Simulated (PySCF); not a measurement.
C₇H₁₅P.
Numbering: `[CH2:1]=[P:2]1([CH2:3][CH3:4])[CH2:5][CH2:6][CH2:7][CH2:8]1` (hydrogens: H9, H10 on C1; H11, H12 on C3; H13, H14, H15 on C4; H16, H17 on C5; H18, H19 on C6; H20, H21 on C7; H22, H23 on C8)

Method: PySCF, PBE0-D3(BJ)/def2-SVP geometry optimisation, gas phase.

Give the optimised bond lengths and angles.

```csv
bond,length (Å),order
C1=P2,1.673,double
P2–C3,1.835,single
C3–C4,1.519,single
P2–C5,1.878,single
"C5–C6, C7–C8",1.527,single
C6–C7,1.532,single
P2–C8,1.850,single
"C1–H9, C1–H10",1.093,single
"C3–H11, C3–H12",1.103,single
"C4–H13, C4–H14, C4–H15",1.100,single
"C5–H16, C8–H23",1.101,single
"C5–H17, C8–H22",1.100,single
"C6–H18, C7–H20",1.103,single
"C6–H19, C7–H21",1.102,single
```

Bonds in one row agree within 0.01 Å and their mean is given. Orders are formal, as drawn. A selection of angles:
```csv
angle,degrees
P2–C1–H9,118.0
H9–C1–H10,117.3
C1–P2–C3,110.8
C1–P2–C5,126.9
C1–P2–C8,113.5
C3–P2–C5,101.6
C3–P2–C8,109.0
C5–P2–C8,92.9
P2–C3–C4,113.8
P2–C3–H11,105.4
P2–C3–H12,107.9
C4–C3–H11,110.9
H11–C3–H12,106.4
C3–C4–H13,110.4
C3–C4–H14,111.0
H13–C4–H14,108.9
H13–C4–H15,107.3
P2–C5–C6,105.4
P2–C5–H16,111.9
P2–C5–H17,105.9
C6–C5–H16,114.6
C6–C5–H17,111.1
H16–C5–H17,107.6
C5–C6–C7,106.5
C5–C6–H18,110.1
C5–C6–H19,112.6
C7–C6–H18,109.6
C7–C6–H19,111.6
H18–C6–H19,106.4
C6–C7–H20,111.9
C6–C7–H21,108.8
C8–C7–H20,111.9
C8–C7–H21,109.3
H20–C7–H21,106.7
C7–C8–H22,114.2
C7–C8–H23,111.7
P2–C8–C7,107.7
P2–C8–H22,108.5
P2–C8–H23,107.6
```

Dihedral angles: C1–P2–C3–C4 -59° (synclinal); C1–P2–C5–C6 143° (anticlinal); P2–C5–C6–C7 -41° (synclinal); C5–C6–C7–C8 47° (synclinal); C6–C7–C8–P2 -30°; C1–P2–C8–C7 -128° (anticlinal). The mirror-image conformer, all signs reversed, is as good.

Of the pairs four or more bonds apart, H15···H23 is among the closest relative to their van der Waals radii: 2.42 Å, 101 % of the sum of Bondi's values. P2 (phosphorus bonded to 4 C) has angles from 92.9° to 126.9°. The C–P distances run from 1.673 Å (C1=P2, drawn double) to 1.878 Å (P2–C5, drawn single), a spread of 0.205 Å. The 5-membered ring P2–C5–C6–C7–C8 has internal angles of 92.9° to 108.1° (sum 521°, against 540° for a flat polygon); it is puckered, 0.19 Å rms from its mean plane, widest ring torsion 47°.

Point group: C1 (no symmetry element, even within 0.4 Å). Whether it is a minimum is left open (no frequencies). The numbers are those of one conformer.

Time: 3.9 min wall; peak memory 0.80 GiB. Hardware: one thread of an Arm Neoverse V1 (shared host). That covers the optimisation of the geometry.
